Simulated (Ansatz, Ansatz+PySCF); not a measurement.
```tsv
atom	x (Å)	y (Å)	z (Å)
O	0.0000	0.0000	-0.3590
H	0.0000	2.2625	1.4360
H	0.0000	-2.2625	1.4360
```

Basis set: 6-31G* (spherical functions). Left uncorrelated: 1 orbital. Charge 0, multiplicity 1.

Computed with Ansatz (development build ahead of 0.2.0); each method stands on the lowest determinant of its kind that the runs found. Restricted open shells among the atoms or ions are ROHF, correlated in semicanonical orbitals with singles.

The atomization energy at this shape (free ground-state atoms in the same class of orbitals less the molecule, no zero-point energy) of singlet H2O:

```json
{"method": "UHF-CCSDT(Q)", "atomization energy": "0.04 eV"}
{"method": "UHF-CCSD(T)", "atomization energy": "0.02 eV"}
{"method": "UHF-MP2", "atomization energy": "0.02 eV"}
{"method": "UHF", "atomization energy": "0.01 eV"}
{"method": "RHF", "atomization energy": "-9.60 eV"}
```

(1) What does RHF-MP2 give?

Results:

(1) -3.63 eV. Caution for UHF-CCSDT(Q), UHF-CCSD(T), UHF-MP2, RHF-MP2: a plain start can end on a higher determinant. Caution for UHF-CCSDT(Q), UHF-CCSD(T), UHF-MP2: bonds are stretched, where a single reference can fail. Caution for UHF-CCSDT(Q), UHF-CCSD(T), UHF-MP2, UHF: the unrestricted determinant is a mixture of spin states. Caution for RHF-MP2, RHF: an unrestricted determinant lies well below; the molecule lies well above its atoms at this level. Caution for RHF-MP2: another reference gives a lower total; large amplitudes, a single reference is doubtful.
